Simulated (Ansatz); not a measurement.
Consider the atomization: `C[S][Ga]([CH3])[F]` → 2 C• + F• + Ga• + 6 H• + S•.

Gas-phase electronic energies from Ansatz, PBE0-D4/def2-TZVP geometries. CCSD(T)/CBS adds triple-zeta CCSD(T) − MP2 to the extrapolated MP2 energy (def2 sets, frozen cores). This one scheme is used for every species, atoms too. For atomizations the MP2-based limit and the directly extrapolated one differ by several kJ/mol either way, and by 10 to 25 for some Ge, Se and Sn compounds, so smaller differences from it don't rank the levels. Functionals use def2-TZVPP. HSE06 is defined as in plane-wave codes. No spin–orbit coupling; open shells (•) take unrestricted orbitals. Spin–orbit coupling would lower the free atoms: a little for C, F, S; clearly for Ga. Bonds to Ga are less sure, by a few kJ/mol each and by 10 to 20 or more in all where they break to atoms, as the def2 sets lack core-valence functions. Scalar relativity is left out up to krypton. Each species was taken in one conformer, which may not be the lowest.

`C[S][Ga]([CH3])[F]`:

Z-matrix (Å, degrees):
```
C
S 1 1.822
H 1 1.090 2 106.4
H 1 1.089 2 111.6 3 118.2
H 1 1.089 2 111.7 3 -118.3
Ga 2 2.185 1 100.7 3 178.3
F 6 1.760 2 112.2 1 179.8
C 6 1.950 2 129.2 1 -0.3
H 8 1.090 6 109.8 2 179.4
H 8 1.092 6 110.3 2 -60.2
H 8 1.091 6 110.3 2 59.1
```

```
   level  ΔE (kJ/mol)
HSE06-D4       3920.1
 ωB97M-V       3918.1
```

Task: What does CCSD(T)/CBS give? (Best estimate.)

Result: Computed: +3926.8 kJ/mol. The listed levels differ from it by -6.7, -8.7 kJ/mol.

Largest T1 diagnostic among the species: 0.013.

In def2-TZVPP, CCSD(T) changes the Hartree–Fock value by +940.6 kJ/mol (the triples alone add +56.7 kJ/mol) and MP2 by +1005.8 kJ/mol; breaking electron pairs costs correlation energy, which Hartree–Fock lacks. From PBE to PBE0 (25 % exact exchange), in def2-TZVPP and without D4, ΔE moves by −54.1 kJ/mol: exact exchange takes away binding that semilocal exchange gives to molecules. The D4 term adds +37.9 kJ/mol with B3LYP and +20.0 kJ/mol with PBE0; it sums over pairs of atoms, weighted by their polarisabilities, and B3LYP, whose exchange is more repulsive, gets the larger term.

B3LYP here is the variant with VWN-RPA as its local correlation; programs differ in this.
